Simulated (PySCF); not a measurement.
## Magnetic susceptibility: 1,4-dibromobenzene (SMILES Brc1ccc(Br)cc1)

Cartesian coordinates in Å; atom numbers follow the order of the lines, from 1:
```xyz
12

Br   -3.2736    0.0248    0.0463
C    -1.3709    0.0100    0.0184
C    -0.6994   -1.2017    0.0511
C     0.6833   -1.2117    0.0307
C     1.3715   -0.0101   -0.0230
Br    3.2733   -0.0252   -0.0527
C     0.6998    1.2014   -0.0555
C    -0.6828    1.2116   -0.0343
H    -1.2497   -2.1288    0.0925
H     1.2205   -2.1469    0.0560
H     1.2492    2.1288   -0.0969
H    -1.2199    2.1470   -0.0588
```

Computed, not measured: PySCF 2.14.0, GIAO BHandHLYP/pcSseg-1 magnetisability, rotational g tensor and spin-rotation constants, non-relativistic, gas phase. Geometry: GFN2-xTB.

The calculation is non-relativistic, which matters for the atoms heavier than Zn.

Question: How diamagnetic is it, and how anisotropic?

Answer: Isotropic -1778 × 10⁻³⁰ J/T², or -107.1 × 10⁻⁶ cm³/mol; principal values -2284, -1643, -1408 × 10⁻³⁰ J/T², anisotropy 785 × 10⁻³⁰ J/T² (root of half the summed squared differences of the principal values). The susceptibility is in cgs units.

Question: Split it along the inertial axes a, b, c into diamagnetic and paramagnetic parts about the centre of mass, with the quadrupole moment.

Answer: 
```csv
axis,χ (10⁻⁶ cm³/mol),diamagnetic (10⁻⁶ cm³/mol),paramagnetic (10⁻⁶ cm³/mol),summed x² of all electrons (Å²),quadrupole Θ (D Å)
a,-98.9,-349.8,250.9,806.2,-5.54
b,-84.8,-3486.8,3402.0,66.8,+10.78
c,-137.5,-3703.4,3565.9,15.7,-5.25
```
Anisotropies 2χaa − χbb − χcc = +24.5 and 2χbb − χaa − χcc = +66.8 × 10⁻⁶ cm³/mol. Θ is traceless in Buckingham's convention.

Question: And the rotational g tensor?

Answer: 
```tsv
axis	rotational constant (GHz)	g	nuclear part	electronic part
a	5.7154	-0.0667	0.6071	-0.6737
b	0.2862	-0.0065	0.4508	-0.4574
c	0.2725	+0.0017	0.4583	-0.4566
```
Asymmetric top; isotopes 79Br, 12C, 1H; no vibrational averaging.
